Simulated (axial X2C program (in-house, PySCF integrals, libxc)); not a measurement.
**VB⁻: from the spin-free to the two-component result**

Calculated with an in-house all-electron X2C program for linear molecules (integrals from PySCF). Spin-free means the one-electron spin-free X2C Hamiltonian; two-component (2c) means X2C with spin–orbit coupling and atomic mean-field two-electron Coulomb and Gaunt terms, so the difference of the two also holds small scalar two-electron terms. Basis: V dyall-acv3z [11s11p7d4f2g], B dyall-av3z [8s7p3d2f] (cores contracted in-house); Gaussian nuclei, density fitting, unrestricted open shells. Masses: V 50.944 u, B 11.009 u.

Spin-free state: M_S = 3/2, Λ = 3 (beyond evenly filled blocks: σα, π+α, π+β, π-α, δ+α); fragments V + B- for PBE0; V- + B for LDA.

```
level  Re (Å)  ωe (cm⁻¹)  De (eV)  μ (D)
 PBE0   2.009      489.4      n/a  -0.25
  LDA   1.923      617.5    3.418  -1.61
```

Dipoles are positive if B is the positive end and refer to the centre of mass.

Two-component determinant lowest at the distance of the search:

Ω = 1/2 (⟨Sz⟩ = 1.50, ⟨Lz⟩ = -1.00 at PBE0); fragments V + B- for PBE0; V- + B for LDA.

```json
{"level": "PBE0", "Re (Å)": "2.008", "ωe (cm⁻¹)": "489.8", "De (eV)": "n/a", "μ (D)": "-0.24"}
{"level": "LDA", "Re (Å)": "1.922", "ωe (cm⁻¹)": "618.0", "De (eV)": "3.433", "μ (D)": "-1.60"}
```

Task: From the two tables, how do the constants change at the PBE0 level (2c against spin-free)?

Result: At the PBE0 level Re decreases by 0.001 Å and ωe goes up by 0.4 cm⁻¹. The two determinants differ in configuration, so these shifts compare two states and are not the spin–orbit effect on one state.

The state is one determinant whose occupation by symmetry is held fixed; it was picked as the lowest of a PBE0 search that is not exhaustive. De is counted from the lowest determinant-based energies of the atoms at the same level, without counterpoise correction. De is not given where an atomic determinant may have missed its ground term or J level, or where the truncated virtual space spoils (T). Density functionals use the spin component along the axis (collinear). A 2c atom that is not at its ground J level misses part of its spin–orbit lowering, and De is too large by that part (0.04 eV or less for light atoms). This holds for LDA. Other states lie close and PBE0, whose exact exchange favours high spin, may order them wrongly; the determinant shown need not be the ground state. The nearest other spin-free determinant of the search, M_S = 3/2, Λ = 1, lies 0.000 eV up at the distance of the search. The functionals have no current-density term, which raises determinants with orbital currents, atoms included. With several unpaired electrons one determinant need not be a pure state. At some level and bond length an empty orbital lies below a filled one. The highest occupied level of some functionals is positive through self-interaction error; at Hartree–Fock it is bound. The determinant is spin-polarised beyond a pure state at some levels (its spin-free form has ⟨S²⟩ too high), which makes Re and μ there less reliable.
